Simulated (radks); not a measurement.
Initial-state core-level shifts of neutral selenium when its valence configuration changes from [Ar] 3d10 4s2 4p4. All-electron calculation, scalar-relativistic Kohn-Sham, LDA (Slater exchange, Perdew-Wang correlation), spin-unpolarised, spherical densities, finite nucleus; Fermi nuclear charge, rms radius 4.14 fm. Program: a radial shooting solver on a logarithmic mesh with Libxc functionals. Shifts are changes of the shell-averaged eigenvalues in eV (positive: less bound); the change of the density at the nucleus, which sets a Mossbauer isomer shift, is in e/bohr^3, on a base of 4.008e+04.

| valence | 1s | 2s | 3s | 3p | density at nucleus |
|---|---|---|---|---|---|
| 3d8 4s2 4p6 | -28.953 | -32.178 | -24.474 | -24.037 | +33.123 |
| 3d9 4s2 4p5 | -14.039 | -15.570 | -12.073 | -11.848 | +15.991 |
| 3d10 4s1 4p5 | -1.625 | -1.591 | -1.610 | -1.601 | -28.499 |
| 3d10 4p6 | -3.169 | -3.106 | -3.147 | -3.129 | -58.558 |
| 3d9 4s1 4p6 | -15.541 | -17.056 | -13.565 | -13.332 | -16.428 |
| 3d9.5 4s2 4p4.5 | -6.909 | -7.653 | -5.992 | -5.879 | +7.849 |
